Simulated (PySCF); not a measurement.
Computed shifts of a molecule C₃H₃Cl₂F, PySCF with PBE0/pcSseg-1, GIAO, gas phase, atoms alike by connectivity averaged where their shifts nearly agree, in ppm (number of nuclei): ¹⁹F: -222.5 (1). ¹³C: 79.9 (1), 76.9 (1), 33.0 (1). ¹H: 4.65 (1), 1.82 (2). References: ¹⁹F against CFCl3 (σ = 167.2 ppm); ¹³C against TMS (σ = 186.3 ppm); ³⁵Cl against HCl (σ = 945.9 ppm); ¹H against TMS (σ = 31.56 ppm), references at their B3LYP-D3(BJ)/def2-TZVP geometries, non-relativistic (without spin–orbit terms, shifts of atoms bonded to Cl or Br come out too high). Geometry optimised at B3LYP-D3(BJ)/def2-SVP. One conformer was computed; it need not be the lowest.

**Question.** Pick the molecule that these values belong to.
A. C/C(Cl)=C(\F)Cl
B. CC(F)=C(Cl)Cl
C. F[C@@H]1CC1(Cl)Cl

**Answer.** C, F[C@@H]1CC1(Cl)Cl
